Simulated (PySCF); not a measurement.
Mayer bond orders and bond lengths

Species: C₇H₆BFO₂.
SMILES with atom numbers: `[OH:1][B:2]1[O:3][CH2:4][c:5]2[cH:6][cH:7][cH:8][c:9]([F:10])[c:11]21` (hydrogens: H12 on O1; H13, H14 on C4; H15 on C6; H16 on C7; H17 on C8)

Geometry (PBE0-D3(BJ)/def2-SVP, Å), atoms numbered from 1 in this order:
```xyz
17
C7H6BFO2 angstrom
O     -2.5258    1.9769   -0.2928
B     -1.8160    0.8597   -0.0286
O     -2.4350   -0.2772    0.4229
C     -1.5045   -1.3133    0.6423
C     -0.1480   -0.7690    0.2822
C      1.0953   -1.3965    0.3213
C      2.2161   -0.6623   -0.0689
C      2.1060    0.6663   -0.4920
C      0.8501    1.2570   -0.5189
F      0.7317    2.5269   -0.9240
C     -0.2875    0.5606   -0.1351
H     -1.9612    2.6915   -0.6028
H     -1.5478   -1.6318    1.6988
H     -1.7709   -2.1895    0.0257
H      1.2004   -2.4339    0.6475
H      3.2036   -1.1296   -0.0465
H      2.9807    1.2422   -0.7987
```

Bond orders from the PBE0/pcSseg-1 density (PySCF). Isolated species at its PBE0-D3(BJ)/def2-SVP geometry (one conformer only).

(1) How far do the computed orders between heavy atoms stray from the drawn ones?

(2) Give the Mayer order of every bond between heavy atoms, beside its length.

## Answers

(1) The largest departure is 0.268, at O1–B2 (drawn single, 1.268), counting aromatic bonds as 1.5. Drawn single, order above 1.12: O1–B2 (1.268) and B2–O3 (1.191). Drawn single, order below 0.88: C9–F10 (0.867) and C11–B2 (0.873). The bonds drawn aromatic range from 1.33 to 1.47.

(2) 
```tsv
bond	drawn as	length (Å)	Mayer order
O1–B2	single	1.350	1.268
B2–O3	single	1.371	1.191
O3–C4	single	1.410	0.880
C4–C5	single	1.505	1.062
C5–C6	aromatic	1.393	1.376
C6–C7	aromatic	1.396	1.438
C7–C8	aromatic	1.399	1.406
C8–C9	aromatic	1.388	1.474
C9–F10	single	1.338	0.867
C9–C11	aromatic	1.388	1.333
C11–B2	single	1.561	0.873
C11–C5	aromatic	1.401	1.386
```

Bonds between the same two heavy elements. B–O: lowest B2–O3 (1.191, 1.371 Å), highest O1–B2 (1.268, 1.350 Å). C–C: lowest C4–C5 (1.062, 1.505 Å), highest C8–C9 (1.474, 1.388 Å); in 5 of the 21 pairs the longer bond (by over 0.003 Å) has the higher order (by 0.02 or more).

Q: And the bonds to hydrogen?

A: H–O: 0.93 (1 bond); C–H: 0.92 to 0.98 (5 bonds).

Q: Sum the orders of all bonds at each heavy atom with more than one neighbour and set the sums beside the valence in the SMILES.

A: O1 2.193 (drawn 2), B2 3.332 (drawn 3), O3 2.071 (drawn 2), C4 3.788 (drawn 4), C5 3.824 (drawn 4), C6 3.794 (drawn 4), C7 3.799 (drawn 4), C8 3.820 (drawn 4), C9 3.674 (drawn 4), C11 3.592 (drawn 4). Orders between atoms that aren't bonded are not in these sums.

For a closed shell the Mayer order of atoms A and B is Σ (PS)μν (PS)νμ over the basis functions μ on A and ν on B, with P the density and S the overlap matrix.

These values come from a run that also computed NMR shieldings. Time: 32 s wall, 79 s CPU (grids of density and orbitals included); peak memory 1.8 GiB. Hardware: 2 threads of an Intel Xeon Platinum 8488C (shared host).
